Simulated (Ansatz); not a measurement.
Species: PH, charge 0, triplet. PH (SMILES [PH], triplet).
B3LYP-D3(BJ)/def2-TZVP minimum from Ansatz (a program for electronic structure):
```xyz
2

P      0.0000     0.0000    -0.0893
H      0.0000     0.0000     1.3392
```
Charge 0, spin multiplicity 3.

Total energies in cc-pV(5+d)Z, 6 correlated electrons, 5 frozen orbitals. UHF or UKS for unpaired electrons; spin-orbit terms are left out. Cores are frozen in correlated methods. No relativity.

| method | program | energy (Eh) | minus CCSDT(Q) (mEh) |
|---|---|---|---|
| HF | Ansatz | -341.30223 | 145.18 |
| MP2 | Ansatz | -341.41988 | 27.53 |
| CCSD | Ansatz | -341.44089 | 6.51 |
| CCSD(T) | Ansatz | -341.44639 | 1.02 |
| CCSDT(Q) | Ansatz | -341.44741 | 0.00 |

Rough core times of Ansatz's runs on a shared machine: CCSD(T) 40 s, CCSDT(Q) 30 min.
